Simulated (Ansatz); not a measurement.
Cost and result for the atomization energy of CH₇SbSi, SMILES `[SiH3][CH2][SbH2]` (10 atoms, 9 bonds).

```xyz
10

Si   -0.189   -0.340   -1.199
C     0.832    0.501    0.115
Sb   -0.018    0.400    2.110
H     0.451   -0.235   -2.543
H    -1.535    0.286   -1.275
H    -0.349   -1.781   -0.873
H     0.965    1.563   -0.109
H     1.829    0.058    0.183
H    -0.391   -1.267    2.000
H    -1.596    0.814    1.592
```

Total charge 0; spin multiplicity 1. Correlated methods include outer-core shells of Sb, which these sets cover unevenly. Sb takes the def2 core potential. The structure was optimised at the PBE0-D4/def2-TZVP level. Program: Ansatz. All runs use 2 threads of an Arm Neoverse V1 on a shared host. Times are those of one run each, without the atoms' runs, and a repeat can differ threefold. Electronic energies, without spin–orbit coupling; frozen cores. CCSD(T)/CBS adds CCSD(T) − MP2 in def2-TZVPP to the MP2 limit, and its time is that of the two runs behind it. T1 = 0.013. With those shells the extrapolation isn't a true limit. HSE06 is the plane-wave form, built on full-range PBE exchange.

CCSD(T)/CBS is a level of theory with its own doubt, some kJ/mol a heavy atom from the limit and from the frozen cores, so smaller differences don't rank the functionals.

```tsv
level	functions	wall time	atomization (kJ/mol)	difference from CCSD(T)/CBS	per bond
LDA (SPW92)/def2-TZVPP	221	2.4 s	3316.9	346.5	38.5
revPBE-D4/def2-TZVPP	221	3 s	2907.2	-63.2	-7.0
BLYP-D4/def2-TZVPP	221	3.1 s	2951.0	-19.4	-2.2
HSE06-D4/def2-TZVPP	221	4.9 s	2930.5	-39.9	-4.4
CCSD(T)/def2-SVP	93	5.5 s	2753.2	-217.2	-24.1
CAM-B3LYP-D4/def2-TZVPP	221	5.5 s	2975.2	4.8	0.5
r2SCAN-D4/def2-TZVPP (with forces)	221	7 s	2948.2	-22.2	-2.5
r2SCANh-D4/def2-TZVPP	221	7.5 s	2937.6	-32.8	-3.6
ωB97X-V/def2-TZVPP	221	13 s	2989.1	18.7	2.1
ωB97M-V/def2-TZVPP (with forces)	221	18 s	2959.0	-11.4	-1.3
MP2/def2-QZVPP	419	28 s	2897.4	-73.0	-8.1
CCSD(T)/def2-TZVPP	221	2.7 min	2893.1	-77.3	-8.6
CCSD(T)/CBS(def2)	–	3.2 min	2970.4	0.0	0.0
```

From BLYP to BHLYP (50 % exact exchange), in def2-TZVPP and without D4, the atomization energy moves by −9.5 kJ/mol: exact exchange takes away binding that semilocal exchange gives to molecules. The D4 term adds +36.8 kJ/mol with B3LYP and +19.1 kJ/mol with PBE0; it sums over pairs of atoms, weighted by their polarisabilities, and B3LYP, whose exchange is more repulsive, gets the larger term. Leaving LDA and LC-ωPBE aside and taking each functional with its dispersion term where it has one, the values, not all of them listed here, spread over 82.1 kJ/mol, from revPBE-D4 to B97M-V. LDA lies +385.3 kJ/mol from PBE without D4, its usual overbinding.

B3LYP here is the variant with VWN-RPA as its local correlation; programs differ in this.
